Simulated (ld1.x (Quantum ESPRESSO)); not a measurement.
**Which change was made? (O, ultrasoft)**

- Element: O (Z = 8)
- Generator: ld1.x (Quantum ESPRESSO) 7.5
- Type: ultrasoft
- Functional: PBE
- Relativity: non-relativistic
- Frozen core: [He]
- Valence charge: 6
- Reference configuration: 2s2 2p3 (charge +1)
- Partial waves: 2s (bound): rcut 0.50, rcutus 0.60 bohr; 2s channel at 2.35 Ry: rcut 0.50, rcutus 0.60 bohr; 2p (bound): rcut 1.10, rcutus 1.45 bohr; 2p channel at 1.05 Ry: rcut 1.10, rcutus 1.45 bohr
- Local potential: all-electron potential smoothed inside 1.25 bohr (lloc = -1)
- Core correction: Bessel-smoothed model core, default radius (core density twice the valence density)
- Augmentation charge: built from norm-conserving waves at rcut, not smoothed further

Cutoffs, loose and tight: the cutoffs (Ry, on a coarse ladder) from which the occupation-weighted sum of valence levels, in a spherical-Bessel basis at the reference potential, stays within 10 and 1 mRy of its value at 400 Ry. They do not see the model core or the augmentation charge, which bear on the density cutoff. Test errors are all-electron minus pseudo excitation energies from the reference, over the configurations 2s2 2p4; 2s2 2p2; 2s2 2p1; 2s2 2p0; 2s1 2p4; 2s1 2p5; 2s0 2p6; variants that change the core or the reference have their own tests.

The base gives: outcome: generated; cutoff, loose: 100 Ry; cutoff, tight: 140 Ry; bound ghosts: none; largest test error (meV): +525.

After one change the result is: outcome: generated; cutoff, loose: 60 Ry; cutoff, tight: 90 Ry; bound ghosts: none; largest test error (meV): +529. Which change was it?
A. waves 2s (bound): rcut 0.50, rcutus 0.82 bohr; 2s channel at 2.35 Ry: rcut 0.50, rcutus 0.82 bohr
B. waves 2s (bound): rcut 0.36, rcutus 0.38 bohr; 2s channel at 2.35 Ry: rcut 0.36, rcutus 0.38 bohr
C. waves 2s (bound): rcut 0.50, rcutus 0.74 bohr; 2s channel at 2.35 Ry: rcut 0.50, rcutus 0.74 bohr
D. waves 2s (bound): rcut 0.50, rcutus 0.66 bohr; 2s channel at 2.35 Ry: rcut 0.50, rcutus 0.66 bohr

C. The others give: waves 2s (bound): rcut 0.50, rcutus 0.66 bohr; 2s channel at 2.35 Ry: rcut 0.50, rcutus 0.66 bohr → outcome: generated; cutoff, loose: 80 Ry; cutoff, tight: 110 Ry; bound ghosts: none; largest test error (meV): +525 | waves 2s (bound): rcut 0.50, rcutus 0.82 bohr; 2s channel at 2.35 Ry: rcut 0.50, rcutus 0.82 bohr → outcome: generated; cutoff, loose: 40 Ry; cutoff, tight: 70 Ry; bound ghosts: none; largest test error (meV): +750 | waves 2s (bound): rcut 0.36, rcutus 0.38 bohr; 2s channel at 2.35 Ry: rcut 0.36, rcutus 0.38 bohr → outcome: failed: run_pseudo: Errors in PS-KS equation.
